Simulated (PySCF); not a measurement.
## FeS2, triplet: data card

Method: PySCF, UPBE, basis Fe def2-SVP, S def2-SVP (no relativity, density fitting).

The structure is a minimum.

```json
{
 "Point group": "C2v",
 "Bond lengths": "Fe–S 1.971 Å (×2)",
 "Bond angles": "S–Fe–S 118.6°",
 "Rotational symmetry number": "2",
 "Zero-point energy": "7.3 kJ/mol",
 "Lowest empty level (α)": "-5.11 eV",
 "Rotational constants": "0.5575, 0.09186, 0.07887 cm⁻¹",
 "Atomisation energy without zero-point energy": "788 kJ/mol",
 "Principal quadrupole moments (Buckingham, traceless) about the centre of mass": "-3.11, 0.37, 2.74 D Å",
 "Spin squared ⟨S²⟩": "2.142",
 "Enthalpy at 298.15 K above 0 K": "12.72 kJ/mol",
 "Heat capacity Cp at 298.15 K": "50.9 J/(mol K)",
 "Principal polarisabilities": "33.0, 45.3, 98.1 bohr³",
 "Entropy at 298.15 K and 1 bar (electronic part: spin only)": "295.7 J/(mol K)",
 "Highest occupied level (β)": "-5.20 eV",
 "Dipole moment": "2.22 D"
}
```

Harmonic modes (masses in u: Fe 55.935, S 31.972):
| symmetry | ω (cm⁻¹) | IR (km/mol) | μ (u) | type |
| --- | --- | --- | --- | --- |
| a1 | 129 | 1.4 | 36.23 | bend |
| a1 | 501 | 14.1 | 35.96 | stretch |
| b2 | 594 | 39.0 | 39.78 | stretch |

In C2v the vibrations span 2a1 + b2. Here b1 is antisymmetric to the molecular plane and b2 lies in it.

Charges (e):
```
atom  Mulliken  Löwdin  polar tensor  spin (Mulliken)  Mayer order to Fe1
 Fe1      0.25   -0.08          0.72             2.23                   –
S2,3     -0.13    0.04         -0.36            -0.11                2.10
```
Other Mayer orders above 0.3: S–S 0.42.

Mulliken populations on Fe1: s 6.72, p 12.55, d 6.48, f 0.00.

Outer orbital energies (eV). α occupied: -8.94, -8.27, -8.20, -8.01, -6.53, -6.22, -6.17, -5.84; empty: -5.11, -4.48, -1.79, 1.27. β occupied: -16.74, -8.50, -8.31, -7.71, -7.48, -7.18, -6.37, -5.20; empty: -4.47, -4.22, -4.18, -3.88.

This need not be the most stable arrangement of these atoms. With open d or f shells other occupations or spin states may lie lower. At this level a quintet minimum of C2v symmetry lies 22 kJ/mol below this structure.

The final relaxation and frequency run took 19 s on 2 threads of a shared Intel Xeon 6975P-C (Granite Rapids) host, with 67 basis functions and 7 gradients; the process peaked at 0.65 GiB. Launch command: `OMP_NUM_THREADS=2 python axn.py task.json out`.
